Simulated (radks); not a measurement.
Problem. All-electron atom: the erbium ion Er+ in [Kr] 4d10 4f12 5s2 5p5 6s1 5d1 (not the ground configuration). Calculated with a radial shooting solver on a logarithmic mesh with Libxc functionals: Dirac Kohn-Sham, RPBE, spin-unpolarised, spherical densities, point nucleus; open shells fill j = l - 1/2 first. Some entries of the table are withheld. Estimate them.

orbital,occ.,eigenvalue (Ry),<r> (bohr),r(max) (bohr)
1s1/2,2,-4213.020,0.02037,0.01285
2s1/2,2,-707.9324,0.08588,0.07340
2p1/2,2,-674.2060,0.07147,0.05513
2p3/2,4,-606.8154,0.07875,0.06134
3s1/2,2,-159.1358,0.2248,0.2074
3p1/2,2,-144.3615,0.2146,0.1950
3p3/2,4,-130.2055,0.2283,0.2080
3d3/2,4,-104.9920,0.2012,0.1642
3d5/2,6,-101.8985,0.2055,0.1679
4s1/2,2,-31.94716,0.5082,0.4743
4p1/2,2,-26.04653,0.5173,0.4766
4p3/2,4,-22.86675,0.5488,0.5043
4d3/2,4,-13.16915,0.5776,0.5071
4d5/2,6,-12.59166,0.5888,0.5161
5s1/2,2,-4.49123,1.247,1.112
5p1/2,2,-2.88922,1.402,1.213
5p3/2,3,-2.48493,1.508,1.298
4f5/2,6,-0.96146,0.8029,(1)
4f7/2,6,-0.88120,0.8211,(2)
6s1/2,1,-0.70761,3.528,(3)
5d3/2,1,-0.59211,(4),1.841
5d5/2,0,-0.56714,(5),1.896

Solution. 
(1) 4f5/2 r(max) (bohr): 0.5073
(2) 4f7/2 r(max) (bohr): 0.5127
(3) 6s1/2 r(max) (bohr): 3.071
(4) 5d3/2 <r> (bohr): 2.525
(5) 5d5/2 <r> (bohr): 2.608
